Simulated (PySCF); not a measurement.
Species: C₆H₉O₂ (doublet state).
Atom-mapped SMILES: `[CH3:1][C:2]1([CH3:3])[CH:4][C:5](=[O:6])[CH2:7][O:8]1` (hydrogens: H9, H10, H11 on C1; H12, H13, H14 on C3; H15 on C4; H16, H17 on C7)

Level of theory: UKS B3LYP, pcH-1 on C H O, non-relativistic, mean-field spin-orbit, GIAO in PySCF 2.14.0. Geometry: GFN2-xTB; no solvent, vibrations or thermal averaging. Couplings are sensitive to structure, and on GFN2-xTB geometries they can be far from those on DFT ones. Stability of the SCF solution: not tested.

Principal values of hyperfine tensors in MHz (contact and dipolar terms together), for some of the nuclei:

| atom | isotope | A1 | A2 | A3 | alike by the symmetry of this geometry |
| --- | --- | --- | --- | --- | --- |
| C4 | 13C | 0.14 | 0.87 | 185.42 | none |
| H15 | 1H | -77.07 | -50.89 | -18.71 | none |
| C1 | 13C | 42.30 | 42.51 | 56.32 | C3 |
| C5 | 13C | -50.18 | -36.28 | -28.12 | none |
| C2 | 13C | -28.55 | -25.91 | -24.12 | none |
| H12 | 1H | 10.97 | 12.58 | 18.04 | none |
| H11 | 1H | 10.84 | 12.43 | 17.91 | none |
| H16 | 1H | 5.82 | 6.72 | 11.51 | H17 |

Split each tensor into its isotropic and traceless parts, and turn a_iso into mT with g = 2.0052.

a_iso = (A1 + A2 + A3)/3, Ti = Ai − a_iso; 1 mT corresponds to 28.066 MHz.

```csv
atom,a_iso (MHz),a_iso (mT),T1,T2,T3
C4,62.14,2.214,-62.01,-61.27,123.28
H15,-48.89,-1.742,-28.18,-2.00,30.18
C1,47.05,1.676,-4.75,-4.53,9.28
C5,-38.19,-1.361,-11.98,1.91,10.07
C2,-26.20,-0.933,-2.35,0.28,2.07
H12,13.86,0.494,-2.89,-1.29,4.18
H11,13.73,0.489,-2.89,-1.30,4.18
H16,8.02,0.286,-2.20,-1.30,3.49
```

What spin density at the nucleus of H15 lies behind its contact coupling (g_N = 5.58569)?

a_FC = 800.24 MHz bohr³ × g_N × ρ(0)/(2S). With a_FC = -48.89 MHz and 2S = 1, ρ(0) = -0.01094 bohr⁻³. In magnitude that is 3.4 % of the 1/π = 0.318 of a free hydrogen atom.

O6 (17O, g_N = -0.75752) isn't in the table. Its spin density at the nucleus is 0.03306 bohr⁻³. What is its contact coupling?

By the same relation, a_FC = -20.0 MHz. Its full tensor has the principal values -113.92, 26.68, 27.13 MHz.

Which nucleus of the table has the largest anisotropic coupling, and what is its form?

C4: -62.0, -61.3, 123.3 MHz, axial, in the ratio −1:−1:+2, the form that spin in one p orbital centred on that nucleus gives.

In a single crystal, with the field along each principal axis of the tensor of C1 in turn, what first-order splitting does this nucleus give (isotropic g, quadrupole terms neglected)?

2 lines (I = 1/2), spaced by |A_i|/(g × 13.996): 1.51, 1.51, 2.01 mT along the axes of A1, A2 and A3.
